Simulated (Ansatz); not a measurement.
Species: InCl3, charge 0, multiplicity 1. 
Coordinates optimised at B3LYP-D3(BJ)/def2-TZVP (Ansatz, a first-principles code):
```xyz
4

Cl    -0.6563     2.2193     0.0261
In     0.0000     0.0000     0.0000
Cl    -1.5936    -1.6784     0.0227
Cl     2.2498    -0.5410    -0.0488
```
Charge 0, spin multiplicity 1.

Basis-set convergence of Hartree-Fock and MP2 correlation energies (hartree) with Ansatz. Valence correlation only, unless marked. Spin-orbit coupling is left out. Frozen are the shells of the preceding noble gas and the d and f shells that filled before the atom's block. Past Kr the def2 sets carry scalar-relativistic core potentials.

```tsv
basis	functions	E(HF)	E(corr, MP2)
def2-SVP	80	-1567.43763	-0.44177
def2-TZVPP	176	-1567.91943	-0.62155
def2-QZVPP	292	-1567.95904	-0.68554
```

Extrapolating the two largest sets (X = 3 and 4) as X^-3: E(corr) = (64·(-0.68554) - 27·(-0.62155))/37 = -0.7322 Eh, an estimate of the basis-set limit. The largest set recovers 93.6 % of it, the smallest 60.3 %.
